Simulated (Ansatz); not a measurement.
Molecule: C$_{4}$H$_{5}$GeO, net charge 0, doublet state. It need not be the lowest isomer of its formula. 
Coordinates optimised at B3LYP-D3(BJ)/def2-TZVP (Ansatz, a quantum-chemistry and plane-wave program):
```xyz
11

Ge     1.5683    -0.1311    -0.1610
C     -0.3394    -0.0547     0.0954
C     -1.2635    -0.9986     0.4653
C     -2.5481    -0.3935     0.3669
C     -2.3335     0.8749    -0.0712
O     -1.0081     1.0990    -0.2491
H      2.2029     1.2357     0.1766
H      2.1149    -1.2599     0.7414
H     -1.0417    -2.0044     0.7807
H     -3.5020    -0.8382     0.5949
H     -2.9874     1.7018    -0.2865
```
Charge 0, spin multiplicity 2.

Total electronic energies in hartree. Valence correlation only, unless marked. UHF or UKS for open shells. No spin-orbit coupling. Frozen are the shells of the preceding noble gas and the d and f shells that filled before the atom's block. Non-relativistic. Basis-set limits of correlation are two-point, X^-3; Hartree-Fock from the larger set.

The UHF reference is spin-contaminated (<S^2> 0.25 over the pure value in the largest basis). 

| level | program | energy (Eh) |
|---|---|---|
| HF/STO-3G | Ansatz | -2278.06714 |
| BLYP-D4/def2-TZVPD | Ansatz + dftd4 | -2307.67947 |
| PBE0/def2-SVP | Ansatz | -2306.63365 |
| BHLYP/def2-TZVPD | Ansatz | -2307.51722 |
| wB97M-V/def2-TZVPD | Ansatz | -2307.47264 |
| MP2/cc-pVDZ | Ansatz | -2305.29561 |
| RI-MP2/cc-pVQZ | Ansatz | -2305.69134 |
| SCS-MP2/6-31G | Ansatz | -2304.58872 |
| CCSD(T)/CBS(cc-pVTZ,cc-pVQZ) | Ansatz | -2305.8198 |

Totals of different functionals don't rank their quality; only differences between species are comparable.
